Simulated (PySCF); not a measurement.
C3H11FSi2, SMILES C[Si](C)(C)[SiH2]F (GFN2-xTB optimised geometry):

```
17

Si     0.965     0.866     0.000
F      0.631     2.450     0.000
Si    -0.104    -0.079    -1.831
C      0.223    -1.961    -1.873
C     -1.997     0.189    -1.756
C      0.532     0.667    -3.475
H      0.509     0.461     1.329
H      2.427     0.866     0.000
H      1.284    -2.180    -1.949
H     -0.266    -2.427    -2.723
H     -0.147    -2.450    -0.977
H     -2.499    -0.236    -2.622
H     -2.243     1.247    -1.722
H     -2.427    -0.273    -0.871
H      1.596     0.488    -3.605
H      0.022     0.239    -4.335
H      0.377     1.742    -3.504
```

Computed with PySCF with PBE0/def2-SVP.

Problem. What are the frontier orbital energies and the dipole moment?

Solution. HOMO-2 -8.73 eV, HOMO-1 -8.66 eV, HOMO -7.85 eV, LUMO -0.24 eV, LUMO+1 0.64 eV; dipole moment 2.24 D.

On the same geometry PBE/def2-SVP (PySCF) gives HOMO-2 -7.38 eV, HOMO-1 -7.31 eV, HOMO -6.57 eV, LUMO -1.06 eV, LUMO+1 -0.15 eV; dipole moment 2.13 D.

Meta-Löwdin charges at PBE0/def2-SVP: Si1 0.66, F2 -0.49, Si3 0.64, C4 -0.54, C5 -0.54, C6 -0.54, H7 -0.11, H8 -0.11, H9 0.11, H10 0.12, H11 0.11, H12 0.12, H13 0.12, H14 0.11, H15 0.11, H16 0.12, H17 0.12.
